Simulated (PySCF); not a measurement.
From one molecule to another.

First species: C₄H₉F₃N₂Si.
SMILES: `[C@@H]1([C@H](C)N[SiH2]N1)C(F)(F)F`

Second species: C₆H₈F₂OS.
Numbering: `[CH3:1][C@:2]1([O:3][CH:4]([F:5])[F:6])[CH2:7][CH2:8][C:9]1=[S:10]` (hydrogens: H11, H12, H13 on C1; H14 on C4; H15, H16 on C7; H17, H18 on C8)

Structure used (GFN2-xTB), in Å, numbered top down from 1:
```xyz
18
C6H8F2OS angstrom
C      0.0509    1.3657    0.8814
C     -0.0719    0.2082   -0.1000
O      1.1136    0.0330   -0.8790
C      2.2524   -0.2674   -0.2227
F      2.9546    0.8554    0.0977
F      3.0470   -0.9630   -1.0516
C     -1.3082    0.2441   -1.0263
C     -1.8921   -0.9758   -0.2917
C     -0.6370   -1.0635    0.5181
S     -0.0854   -2.1011    1.6158
H      0.3475    2.2643    0.3454
H     -0.9037    1.5361    1.3718
H      0.7980    1.1466    1.6414
H      2.1212   -0.8486    0.7068
H     -1.8911    1.1580   -0.9632
H     -1.0358    0.0483   -2.0589
H     -2.0871   -1.8554   -0.9042
H     -2.7815   -0.7787    0.3073
```

Levels: PBE0/pcSseg-1 for HOMO energy, LUMO energy and HOMO–LUMO gap. Geometries: GFN2-xTB. All species are isolated and taken at one optimised geometry, non-relativistic unless stated; the electronic structure was computed with PySCF and density fitting.

Dipoles, sizes and rotational constants follow the conformer. The torsions of the flexible species, by atom-mapped SMILES:
- `[CH3:1][C@:2]1([O:3][CH:4]([F:5])[F:6])[CH2:7][CH2:8][C:9]1=[S:10]`: C1–C2–O3–C4 62°, C2–O3–C4–F5 -92°

The conformers of `C[C@@H]1N[SiH2]N[C@H]1C(F)(F)F` aren't listed.

Values for the first species:

```
HOMO energy   : -6.87 eV
LUMO energy   : 0.39 eV
HOMO–LUMO gap : 7.26 eV
```

Task: Estimate the same properties for the second species, and the change in each.

Result: 
```tsv
property	first	second	second less first
HOMO energy	-6.87 eV	-6.85 eV	+0.02 eV
LUMO energy	0.39 eV	-2.70 eV	-3.09 eV
HOMO–LUMO gap	7.26 eV	4.15 eV	-3.11 eV
```

